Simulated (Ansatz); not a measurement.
C₂H₂ClI, SMILES `C=C(Cl)I`, relaxed with RKS PBE-D4/def2-SVP in Ansatz 0.2.0 from a rough embedded geometry. The force threshold is 0.03 eV/Å; the program also tests the step.

Total charge 0; spin multiplicity 1. I takes the def2 core potential.

Start:

```xyz
6

C     0.064    0.543    0.621
C     0.002   -0.341   -0.426
Cl    1.435   -1.004   -1.191
I    -1.826   -0.890   -1.121
H    -0.772    0.905    1.109
H     1.097    0.786    1.009
```

Q: How much energy does the relaxation release, and in how many steps? (An estimate is asked.)

A: The calculation gave: 21.33 kJ/mol, in 6 steps.

Q: Which bonds change most? (Best estimate.)

A: The calculation gave: C2–I4 from 2.031 to 2.125 Å; C1–H5 from 1.033 to 1.099 Å; C1–H6 from 1.130 to 1.101 Å; C1–C2 from 1.371 to 1.343 Å.

Q: Give the relaxed structure. (Estimate.)

A: Computed: 
```xyz
6

C     0.116    0.520    0.639
C     0.019   -0.327   -0.399
Cl    1.400   -1.002   -1.195
I    -1.861   -0.932   -1.183
H    -0.782    0.930    1.120
H     1.108    0.811    1.018
```
